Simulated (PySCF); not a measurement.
## CaTl⁺: frontier orbitals

LC-ωPBE at R = 3.690 Å; PySCF, scalar-relativistic core potentials, basis sets Ca def2-SVP, Tl def2-SVP with ECP60. State: ¹Σ⁺ (singlet), closed shell. Only the outer orbitals are listed, counted within each symmetry, core potentials removing the inner ones.

```csv
orbital,occ.,ε (eV),on Ca (%),main shells (%)
1δ,2,-24.97,0,100 Tl d
1δ,2,-24.97,0,100 Tl d
4π,2,-24.80,0,100 Tl d
4π,2,-24.80,0,100 Tl d
8σ,2,-24.75,0,100 Tl d
9σ,2,-17.41,5,95 Tl s
10σ,2,-10.18,73,"68 Ca s, 24 Tl p"
11σ,0,-4.39,61,"40 Tl p, 36 Ca s, 22 Ca p"
5π,0,-3.97,20,"80 Tl p, 11 Ca p, 9 Ca d"
5π,0,-3.97,20,"80 Tl p, 11 Ca p, 9 Ca d"
```

**Question.** Which are the highest filled and the lowest empty level, where do they sit, and how wide is the gap?

**Answer.** Highest filled 10σ at -10.18 eV (in %: 68 Ca s, 24 Tl p); lowest empty 11σ at -4.39 eV (in %: 40 Tl p, 36 Ca s, 22 Ca p); the gap at LC-ωPBE is 5.79 eV.

```json
{"bond order (Mayer)": "0.77", "⟨S²⟩": "0.000", "charge on Ca (Mulliken, basis-dependent)": "0.45", "charge on Ca (Löwdin, basis-dependent)": "0.58", "dipole moment (positive dipole points towards Tl; it is taken about the centre of mass and depends on that origin)": "-9.08 D"}
```

Closed-shell solutions of metal pairs were not tested for spin polarisation, which can lower them a little. Spin–orbit coupling is left out.
